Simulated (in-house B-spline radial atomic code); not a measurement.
Configurations of Er3+, with energies counted from [Xe] 4f11. Computed with a B-spline radial code for spherical atoms: scalar-relativistic (X2C) PBE0, spin-polarised, spherical fractional occupations, exact exchange averaged over the configuration, Fermi nucleus of rms radius 5.2516 fm. Shells without spins written out take the highest spin.

Occupations are held fixed; configurations that lie above the ionisation limit could autoionise.

```tsv
configuration	E - E(ref) (eV)	highest orbital	its <r> (bohr)
[Xe] 4f10 5d1	10.179	5d up	1.977
[Xe] 4f10 6s1	13.124	6s up	2.868
[Xe] 4f10 6d1	26.968	6d up	4.574
[Xe] 4f10 6f1	33.628	6f up	7.339
[Kr] 4d10 4f11 5s2 5p5 6d1	45.886	6d up	4.606
[Kr] 4d10 4f11 5s2 5p5 5f1	47.621	5f up	4.241
```

Q: Order these further configurations by energy, lowest first.
A. [Kr] 4d10 4f11 5s2 5p5 6p1
B. [Kr] 4d9 4f12 5s2 5p6
C. [Kr] 4d10 4f11 5s2 5p5 6s1
D. [Kr] 4d9 4f11 5s2 5p6 6d1
E. [Kr] 4d9 4f11 5s2 5p6 6s1

A: C (32.13 eV), A (38.322 eV), B (165.34 eV), E (179.21 eV), D (193.07 eV).

Q: How far above the reference does [Kr] 4d9 4f11 5s2 5p6 6f1 lie?

A: 199.74 eV; its least bound orbital is 6f up with <r> = 7.332 bohr.
